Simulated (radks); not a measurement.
Results of a calculation; reference values are marked as such.
Effect of the nuclear size on the rhenium ion Re+, [Xe] 4f14 5d5 6s1. Code: a radial shooting solver on a logarithmic mesh with Libxc functionals. Model: Dirac Kohn-Sham, BLYP, spin-unpolarised, spherical densities, finite nucleus; open shells fill j = l - 1/2 first; Fermi nuclear charge, rms radius 5.3698 fm. The rms radius is varied about that value; shifts are against it.

rms radius (fm)	total energy shift (eV)	density at nucleus (e/bohr^3)	1s1/2 shift (meV)	2s1/2 shift (meV)	5s1/2 shift (meV)	5p1/2 shift (meV)	6s1/2 shift (meV)	5d5/2 shift (meV)	6p1/2 (empty) shift (meV)
4.6019	-17.4	1.635e+06	-7030	-1000	-9.69	0.243	-0.969	0.345	0.094
4.9402	-9.94	1.594e+06	-4020	-572	-5.54	0.139	-0.554	0.197	0.054
5.3698	0	1.547e+06	0.000	0.000	0.000	0.000	0.000	0.000	0.000
5.6812	7.54	1.516e+06	3050	434	4.20	-0.105	0.420	-0.149	-0.041
5.9658	14.7	1.49e+06	5930	843	8.17	-0.204	0.817	-0.290	-0.079

Slopes of the eigenvalues against <r^2> in GHz/fm^2, as finite differences over the two radii next to the reference (eigenvalue slopes, not the field-shift constants of lines): 1s1/2 217000, 2s1/2 30900, 5s1/2 299, 5p1/2 -7.49, 6s1/2 29.9, 5d5/2 -10.6, 6p1/2 (empty) -2.91.
